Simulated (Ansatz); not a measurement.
System: sum formula Si$_{2}$NH$_{6}$F, net charge 0, singlet state. SMILES: F[SiH2]N[SiH3]
Coordinates optimised at B3LYP-D3(BJ)/def2-TZVP (Ansatz, a program for electronic structure):
```xyz
10

Si     0.9495    -0.7784    -0.1917
F      2.0851     0.0322     0.6081
N     -0.3466     0.2221    -0.6831
Si    -1.7785     0.6559     0.2008
H      0.4388    -1.8015     0.7365
H      1.6136    -1.3378    -1.3842
H     -0.2149     0.6993    -1.5657
H     -2.9965     0.3613    -0.5906
H     -1.8004     2.0978     0.5442
H     -1.7744    -0.1491     1.4406
```

Parts of the frozen-core correlation energy in cc-pVTZ (Ansatz, hartree). Frozen orbitals: 12; correlated occupied orbitals by spin: 13 and 13; virtual: 187 and 187. Spin-orbit coupling is left out. No relativistic terms.

```csv
term,value
reference (HF),-735.45811
MP2 opposite-spin,-0.55620
MP2 same-spin,-0.15775
CCSD correlation,-0.75453
(T),-0.02429
T1 diagnostic,0.011
largest doubles amplitude,0.014
```
